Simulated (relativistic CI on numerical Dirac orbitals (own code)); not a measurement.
**Ligand-field terms of d3**

Computed with a parametric ligand-field model of a d^n configuration (Racah B and C, spin-orbit zeta, crystal field), exact diagonalisation.

Field parameters in Wybourne normalisation: Oh B⁴₀ = 21Dq, B⁴₄ = √(5/14) B⁴₀; Td as Oh with Dq negative (B⁴₀ = 21Dq, B⁴₄ = √(5/14) B⁴₀). The field is a parameter set, without covalency.

Problem. Ground term and bands for B = 420, C = 1680, ζ = 0 cm⁻¹, Oh, 10Dq = 7450 cm⁻¹?

Solution. Ground term 4A2 with 0.00 electrons in the two orbitals of the cubic e set. Spin-allowed: 4T2 7450 cm⁻¹ (1342 nm), 4T1 11208 cm⁻¹ (892 nm), 4T1 17442 cm⁻¹ (573 nm). Lowest spin-forbidden: 2E 8019 cm⁻¹ (1247 nm), 2T1 8421 cm⁻¹ (1188 nm), 2T2 11737 cm⁻¹ (852 nm). With an A2 ground term the first spin-allowed band lies at |10Dq| itself.

Problem. A d3 ion in Oh symmetry has the ground term 4A2 and bands at 2E 8158 cm⁻¹ (1226 nm), 2T1 8436 cm⁻¹ (1185 nm), 2T2 12883 cm⁻¹ (776 nm), 4T2 16900 cm⁻¹ (592 nm), 4T1 21085 cm⁻¹ (474 nm), 4T1 35315 cm⁻¹ (283 nm). Which parameters reproduce them?

Solution. B = 380, C = 1730, ζ = 0 cm⁻¹, Oh, 10Dq = 16900 cm⁻¹.

Problem. A d3 ion in Oh symmetry has the ground term 4A2 and bands at 4T2 6450 cm⁻¹ (1550 nm), 2E 9053 cm⁻¹ (1105 nm), 2T1 9556 cm⁻¹ (1046 nm), 4T1 10302 cm⁻¹ (971 nm), 2T2 12819 cm⁻¹ (780 nm), 4T1 16698 cm⁻¹ (599 nm). Which parameters reproduce them?

Solution. B = 510, C = 1860, ζ = 0 cm⁻¹, Oh, 10Dq = 6450 cm⁻¹.

Problem. Ground term and bands for B = 820, C = 3310, ζ = 0 cm⁻¹, Oh, 10Dq = 36900 cm⁻¹?

Solution. Ground term 4A2 with 0.00 electrons in the two orbitals of the cubic e set. Spin-allowed: 4T2 36900 cm⁻¹ (271 nm), 4T1 45942 cm⁻¹ (218 nm), 4T1 77058 cm⁻¹ (130 nm). Lowest spin-forbidden: 2E 16327 cm⁻¹ (612 nm), 2T1 16938 cm⁻¹ (590 nm), 2T2 25940 cm⁻¹ (386 nm). With an A2 ground term the first spin-allowed band lies at |10Dq| itself.

Problem. Ground term and bands for B = 360, C = 1680, ζ = 0 cm⁻¹, Td, 10Dq = -4800 cm⁻¹?

Solution. Ground term 4T1 with 1.94 electrons in the two orbitals of the cubic e set. Spin-allowed: 4T2 4264 cm⁻¹ (2345 nm), 4A2 9064 cm⁻¹ (1103 nm), 4T1 9127 cm⁻¹ (1096 nm). Lowest spin-forbidden: 2E 2968 cm⁻¹, 2T1 6900 cm⁻¹ (1449 nm), 2T2 7138 cm⁻¹ (1401 nm).
